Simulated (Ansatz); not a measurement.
Ansatz (a quantum-chemistry and plane-wave program) input (RI-MP2/cc-pVQZ):
A basis named .json is the Basis Set Exchange file of that set.

Ansatz 0.2 input:
```yaml
crystal:
  periodic: [false, false, false]
  atoms:
    - {symbol: B, position_ang: [-0.41223976, 0.14476567, -0.00226737]}
    - {symbol: C, position_ang: [-1.40497383, 1.33239393, -0.24564822]}
    - {symbol: C, position_ang: [-0.87550147, -1.29031472, 0.44826674]}
    - {symbol: O, position_ang: [0.92487099, 0.42304897, -0.20697860]}
    - {symbol: C, position_ang: [1.94211771, -0.44919222, -0.05533911]}
    - {symbol: H, position_ang: [-2.14351814, 1.06234825, -1.00866681]}
    - {symbol: H, position_ang: [-0.91088457, 2.25428714, -0.55355675]}
    - {symbol: H, position_ang: [-1.98648053, 1.53567703, 0.66049508]}
    - {symbol: H, position_ang: [-0.41424275, -1.57774356, 1.39949660]}
    - {symbol: H, position_ang: [-0.57197811, -2.05317542, -0.27708167]}
    - {symbol: H, position_ang: [-1.95658238, -1.35943626, 0.56957767]}
    - {symbol: H, position_ang: [1.74947317, -1.46595320, 0.25111090]}
    - {symbol: H, position_ang: [2.92658966, -0.06154604, -0.25788581]}
basis:
  gaussian:
    orbitals: cc-pVQZ
    fitting: {mean_field: def2-universal-jkfit, correlation: cc-pVQZ-RIFIT.json}
magnetization: {spin_polarized: true, initial_magnetization: 1}
correlation: {method: mp2, electrons: outside_noble_gas}
```

End of the output:

```
integrals: 1.08 GiB planned
521 factors; integrals over basis functions are off by at most 3.9e0 eV
mean field: 2.43 GiB planned
mean field evaluation 1: about -5925.4959 eV, gradient 2.9e1 eV
mean field evaluation 2: about -5929.0878 eV, gradient 1.2e1 eV
mean field evaluation 4: about -5929.7810 eV, gradient 1.2e0 eV
mean field evaluation 8: about -5929.7972 eV, gradient 1.3e-6 eV
mean field -5929.79723249 eV, -217.9160289330 hartree, gradient 1.3e-6 eV, S^2 0.763188; 0 other end points of the search recorded, 0 dependent functions left out
5 core orbitals not correlated
1100 factors; their error is unknown
reference -5929.79723249 eV, -217.9160289330 hartree; 15, 14 occupied and 495, 496 virtual orbitals, 1100 factors
second order -24.24624802 eV of doubles, -0.00000000 eV of singles
Total energy: -5954.04348051 eV, -218.8070621130 hartree
```

It need not be the lowest isomer of its formula.
